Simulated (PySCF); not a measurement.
CH3ClSSe (SMILES CS[Se]Cl), singlet, geometry from GFN2-xTB; PySCF with DF-PBE/6-311G**.

Here is a job for PySCF.
```python
from pyscf import gto, scf, dft

mol = gto.M(
    atom='''
Se    0.220130    0.049332    0.818918
Cl    0.852689    1.759215   -0.365156
S    -0.224176   -1.421277   -0.674622
C    -1.936990   -1.004570   -1.169525
H    -2.594714   -1.065650   -0.308874
H    -2.221600   -1.740664   -1.913080
H    -1.955053   -0.009757   -1.602512
''',
    basis='6-311g**',
    charge=0,
    spin=0,
    verbose=4,
    max_memory=1800,
)

mf = dft.RKS(mol)
mf.xc = 'pbe'
mf = mf.density_fit(auxbasis='def2-universal-jkfit')
mf.kernel()
```

Question: Predict the main parts of the log of this PySCF run.

Answer: 
```
PySCF version 2.14.0

[INPUT] verbose = 4
[INPUT] num. atoms = 7
[INPUT] num. electrons = 76
[INPUT] charge = 0
[INPUT] spin (= nelec alpha-beta = 2S) = 0
[INPUT] symmetry False subgroup None
[INPUT] Mole.unit = angstrom
[INPUT] Symbol           X                Y                Z      unit          X                Y                Z       unit  Magmom
[INPUT]  1 Se     0.220130000000   0.049332000000   0.818918000000 AA    0.415985411801   0.093223969177   1.547530738477 Bohr   0.0
[INPUT]  2 Cl     0.852689000000   1.759215000000  -0.365156000000 AA    1.611348679429   3.324434544227  -0.690044832742 Bohr   0.0
[INPUT]  3 S     -0.224176000000  -1.421277000000  -0.674622000000 AA   -0.423631243700  -2.685824277143  -1.274850817606 Bohr   0.0
[INPUT]  4 C     -1.936990000000  -1.004570000000  -1.169525000000 AA   -3.660380606021  -1.898362172954  -2.210081945832 Bohr   0.0
[INPUT]  5 H     -2.594714000000  -1.065650000000  -0.308874000000 AA   -4.903298831575  -2.013786644643  -0.583687266999 Bohr   0.0
[INPUT]  6 H     -2.221600000000  -1.740664000000  -1.913080000000 AA   -4.198215558334  -3.289378234890  -3.615197254383 Bohr   0.0
[INPUT]  7 H     -1.955053000000  -0.009757000000  -1.602512000000 AA   -3.694514729009  -0.018438057797  -3.028308791329 Bohr   0.0

nuclear repulsion = 435.712425415355
number of shells = 62
number of NR pGTOs = 232
number of NR cGTOs = 132
basis = 6-311g**
ecp = {}

******** <class 'pyscf.df.df_jk.DFRKS'> ********
method = DFRKS
initial guess = minao
damping factor = 0
level_shift factor = 0
DIIS = <class 'pyscf.scf.diis.CDIIS'>
diis_start_cycle = 1
diis_space = 8
diis_damp = 0
SCF conv_tol = 1e-09
SCF conv_tol_grad = None
SCF max_cycles = 50
direct_scf = False
XC library pyscf.dft.libxc version 7.1.2
    S. Lehtola, C. Steigemann, M. J. T. Oliveira, and M. A. L. Marques,  SoftwareX 7, 1–5 (2018)
XC functionals = pbe
    J. P. Perdew, K. Burke, and M. Ernzerhof,  Phys. Rev. Lett. 77, 3865 (1996)
    J. P. Perdew, K. Burke, and M. Ernzerhof,  Phys. Rev. Lett. 78, 1396 (1997)
    J. P. Perdew, K. Burke, and M. Ernzerhof,  Phys. Rev. Lett. 77, 3865 (1996)
    J. P. Perdew, K. Burke, and M. Ernzerhof,  Phys. Rev. Lett. 78, 1396 (1997)
radial grids:
    Treutler-Ahlrichs [JCP 102, 346 (1995); DOI:10.1063/1.469408] (M4) radial grids

becke partition: Becke, JCP 88, 2547 (1988); DOI:10.1063/1.454033
pruning grids: <function nwchem_prune>
grids dens level: 3
symmetrized grids: False
atomic radii adjust function: <function treutler_atomic_radii_adjust>
small_rho_cutoff = 0
Set gradient conv threshold to 3.16228e-05
Initial guess from minao.
tot grids = 101728
init E= -3296.47514879575
  HOMO = -0.235343168396782  LUMO = -0.123635512776097  gap/eV = 3.03972
cycle= 1 E= -3299.01827420529  delta_E= -2.54  |g|= 2.08  |ddm|=  2.5
  HOMO = -0.214291512444992  LUMO = -0.119335789756654  gap/eV = 2.58388
cycle= 2 E= -3298.86394185539  delta_E= 0.154  |g|= 1.37  |ddm|=  1.2
  HOMO = -0.163697583496401  LUMO = -0.0797762785298434  gap/eV = 2.28362
cycle= 3 E= -3298.88425966825  delta_E= -0.0203  |g|= 0.976  |ddm|=  1.8
  HOMO = -0.225323529518585  LUMO = -0.122194984024554  gap/eV = 2.80627
cycle= 4 E= -3299.07429106985  delta_E= -0.19  |g|= 0.258  |ddm|= 1.32
  HOMO = -0.210764783594031  LUMO = -0.109839517866849  gap/eV = 2.74632
cycle= 5 E= -3299.09485605536  delta_E= -0.0206  |g|= 0.0913  |ddm|= 0.422
  HOMO = -0.21199298870113  LUMO = -0.11218150062258  gap/eV = 2.71601
cycle= 6 E= -3299.09679825605  delta_E= -0.00194  |g|= 0.0511  |ddm|= 0.176
  HOMO = -0.211331285678236  LUMO = -0.11104551791289  gap/eV = 2.72891
cycle= 7 E= -3299.09759435275  delta_E= -0.000796  |g|= 0.0055  |ddm|= 0.0664
  HOMO = -0.21164258567706  LUMO = -0.111469343411725  gap/eV = 2.72585
cycle= 8 E= -3299.0976028837  delta_E= -8.53e-06  |g|= 0.00206  |ddm|= 0.00852
  HOMO = -0.211746644181268  LUMO = -0.111521765806875  gap/eV = 2.72726
cycle= 9 E= -3299.09760388714  delta_E= -1e-06  |g|= 0.00049  |ddm|= 0.00202
  HOMO = -0.211698684919673  LUMO = -0.111479568825834  gap/eV = 2.72710
cycle= 10 E= -3299.09760395226  delta_E= -6.51e-08  |g|= 8.6e-05  |ddm|= 0.000684
  HOMO = -0.211701927915595  LUMO = -0.111482393639067  gap/eV = 2.72711
cycle= 11 E= -3299.09760395416  delta_E= -1.91e-09  |g|= 2.87e-05  |ddm|= 0.000117
  HOMO = -0.211699762729232  LUMO = -0.11147997198525  gap/eV = 2.72712
cycle= 12 E= -3299.09760395439  delta_E= -2.31e-10  |g|= 4.44e-06  |ddm|= 3.7e-05
  HOMO = -0.211700181060873  LUMO = -0.111480506762304  gap/eV = 2.72712
Extra cycle  E= -3299.09760395439  delta_E=    0  |g|= 5.25e-06  |ddm|= 1.13e-05
converged SCF energy = -3299.09760395439
```
